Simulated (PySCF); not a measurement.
**Fe (iron, neutral) across methods**

[Ar] 3d6 4s1 4p1, one real determinant (an excited configuration). All numbers are calculated (PySCF 2.14, no relativity, point nucleus, in cc-pwCVTZ (9s8p6d3f2g, 102 functions)).

| method | E (hartree) | mean ε 3d β (eV) | mean ε 4s α (eV) | mean ε 4p α (eV) | Σ⟨r²⟩ (bohr²) | ⟨S²⟩ |
| --- | --- | --- | --- | --- | --- | --- |
| r2SCAN | -1263.579 | -6.986 | -6.950 | -2.791 | 43.72 | 12.001 |
| PBE0 | -1263.383 | -8.964 | -7.555 | -3.360 | 44.17 | 12.001 |
| LDA | -1261.121 | -6.919 | -6.877 | -2.667 | 44.25 | 12.001 |
| PBE | -1263.350 | -6.951 | -6.687 | -2.626 | 44.40 | 12.001 |

Problem. Estimate the same row for UHF.

Solution. E (hartree) = -1262.40854; mean ε 3d β (eV) = -14.249; mean ε 4s α (eV) = -9.745; mean ε 4p α (eV) = -5.318; Σ⟨r²⟩ (bohr²) = 44.79; ⟨S²⟩ = 12.003.

⟨L²⟩ = 8.02 against 12 for a pure F term, so this real determinant mixes terms.
